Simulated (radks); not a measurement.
Isoelectronic series with 34 electrons, each ion in its NIST ground configuration. Method: Dirac Kohn-Sham, PBE, spin-unpolarised, spherical densities, finite nucleus; open shells are shared between the two j in proportion to 2j + 1; Fermi nuclear charge, rms radius of each element as measured or else 0.836 A^(1/3) + 0.57 fm; computed with a radial shooting solver on a logarithmic mesh with Libxc functionals. Total energies (hartree) and mean radii <r> (bohr):

ion,configuration,E (hartree),4p3/2,4p1/2,4s1/2
Dy32+,[Ar] 3d10 4s2 4p4,-11612.8115,0.4927,0.4738,0.4748
Ho33+,[Ar] 3d10 4s2 4p4,-12025.8356,0.4817,0.4627,0.4641
Er34+,[Ar] 3d10 4s2 4p4,-12447.1781,0.4712,0.4521,0.4538
Tm35+,[Ar] 3d10 4s2 4p4,-12876.9842,0.4612,0.4418,0.4440
Yb36+,[Ar] 3d10 4s2 4p4,-13315.2513,0.4515,0.4320,0.4345
Lu37+,[Ar] 3d10 4s2 4p4,-13762.1330,0.4423,0.4226,0.4253
Hf38+,[Ar] 3d10 4s2 4p4,-14217.7636,0.4334,0.4135,0.4165
Ta39+,[Ar] 3d10 4s2 4p4,-14682.1771,0.4248,0.4048,0.4080
W40+,[Ar] 3d10 4s2 4p4,-15155.4812,0.4166,0.3964,0.3999
Re41+,[Ar] 3d10 4s2 4p4,-15637.7981,0.4087,0.3883,0.3919
Os42+,[Ar] 3d10 4s2 4p4,-16129.1913,0.4011,0.3805,0.3843
Ir43+,[Ar] 3d10 4s2 4p4,-16629.8594,0.3937,0.3729,0.3769
Pt44+,[Ar] 3d10 4s2 4p4,-17139.8363,0.3866,0.3656,0.3697
Au45+,[Ar] 3d10 4s2 4p4,-17659.2935,0.3797,0.3585,0.3628
Hg46+,[Ar] 3d10 4s2 4p4,-18188.3190,0.3731,0.3517,0.3561
Tl47+,[Ar] 3d10 4s2 4p4,-18727.0912,0.3667,0.3450,0.3496
Pb48+,[Ar] 3d10 4s2 4p4,-19275.7024,0.3605,0.3386,0.3433
Bi49+,[Ar] 3d10 4s2 4p4,-19834.3260,0.3545,0.3323,0.3371
